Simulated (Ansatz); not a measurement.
```xyz
12

N    -1.949    0.883   -0.222
Si   -0.380    0.384   -0.576
F    -0.004    1.189   -1.900
C     1.033    0.251    0.632
C     0.985   -1.232    0.219
O    -0.169   -1.250   -0.666
H    -2.396    1.647   -0.696
H    -2.548    0.412    0.432
H     1.957    0.768    0.377
H     0.796    0.424    1.681
H     0.805   -1.917    1.050
H     1.870   -1.559   -0.331
```

The species carries charge 0 and has multiplicity 1.

Task: List the PBE/def2-TZVPP orbital energies in eV (the Gaussian-basis code of Ansatz). (Best estimate.)

Result: Computed: Occupied: -1780.53, -659.59, -509.99, -380.23, -270.39, -268.68, -138.08, -94.87, -94.82, -94.77, -29.34, -25.28, -21.32, -18.22, -15.34, -12.94, -12.50, -11.90, -11.54, -11.02, -10.78, -9.99, -9.71, -9.14, -7.67, -7.24, -6.76, -6.40. Lowest empty: 0.06, 0.65, 0.93, 1.09, 1.46, 1.84, 1.86, 2.97.
